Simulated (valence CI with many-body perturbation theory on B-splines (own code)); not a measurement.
# Xe49+: one-electron terms

Method: valence CI with perturbative core correlation (CI+MBPT): three valence electrons over a frozen Dirac-Fock core [He], radial functions for each j: 11 s, 11 p, 9 d, 7 f, 5 g, 2 h, 1 i, with the one-electron correlation potential Σ1 (screened to all orders), the two-electron term Σ2, the three-electron term Σ3, Breit, model QED; selected single and double excitations, second order for the rest (own B-spline code, finite nucleus).

No measured spectrum was set against this ion. As an estimate, large intervals hold to a few tenths of a per cent, small ones and those within an open d or f shell to about a per cent.

These are the spectroscopic orbitals of the CI (the correlating ones are not listed), shaped by the core and the other valence electrons. h is the expectation value of the core's Dirac-Fock operator, without the valence repulsion; Σ1 is computed up to l = 3 at one energy for each symmetry, that of its lowest orbital but kept below the first core excitation, so for empty shells it is not the orbital's own correlation shift; Breit and QED include the response of the core.

```
Orbital  h (hartree)  Σ1 (cm⁻¹)  Breit (cm⁻¹)  QED (cm⁻¹)  ⟨r⟩ (bohr)
  2s1/2       -360.9      -1382         44613       48974      0.1085
  3s1/2      -157.82       -341         12501       14241      0.2507
  4s1/2      -87.839       -133          5005        5842      0.4539
  5s1/2      -55.823      -66.0          2511        2949      0.7164
  2p1/2      -356.45      -3488         89058        -467     0.09059
  3p1/2      -156.56       -782         24111        -252      0.2343
  4p1/2      -87.324       -300          9688        -112      0.4386
  5p1/2      -55.564       -148          4852       -58.3      0.7023
  2p3/2      -342.54      -2679         34302        4731     0.09568
  3p3/2      -152.43       -601          9349        1245      0.2415
  4p3/2       -85.59       -231          4195         504      0.4480
  5p3/2      -54.679       -114          2112         253      0.7139
  3d3/2      -151.96       -286           899        -159      0.2041
  4d3/2       -85.39       -122           492       -50.0      0.4115
  5d3/2      -54.578      -62.7           254       -22.1      0.6785
  3d5/2      -150.73       -260           294         430      0.2066
  4d5/2      -84.869       -110           160         197      0.4145
  5d5/2      -54.311      -56.7          78.5         104      0.6822
  4f5/2      -84.829      -24.1           5.5       -64.6      0.3566
  5f5/2      -54.292      -13.6           4.5       -31.8      0.6248
  4f7/2      -84.574      -23.2           1.6        57.0      0.3582
  5f7/2      -54.161      -13.1           1.3        30.7      0.6266
  5g7/2      -54.156                      0.0       -20.5      0.5474
  5g9/2      -54.078                      0.0        16.5      0.5486
```

Among the shells of the start configuration 2s2 2p1, Σ1 is largest in size for 2p1/2, where it is 0.0045 % of h.

Lowest root of each symmetry, sizes in configuration state functions:

```tsv
J	Parity	Roots	Reference	Variational	Second order	Change by selected CI (cm⁻¹)	Change by second order (cm⁻¹)
1/2	even	16	50	9812	7140	-10289	0
3/2	even	19	70	15547	14105	-5906	0
5/2	even	14	66	16643	16452	-9238	-1
7/2	even	5	41	11758	22066	-6424	-5
9/2	even	2	23	6848	10166	-12253	-2
1/2	odd	15	48	9560	9695	-9717	0
3/2	odd	21	72	15648	6524	-9136	-1
5/2	odd	13	62	16542	15259	-14795	-1
7/2	odd	6	43	12184	13145	-11014	-2
9/2	odd	2	20	7312	16504	-6671	-3
```
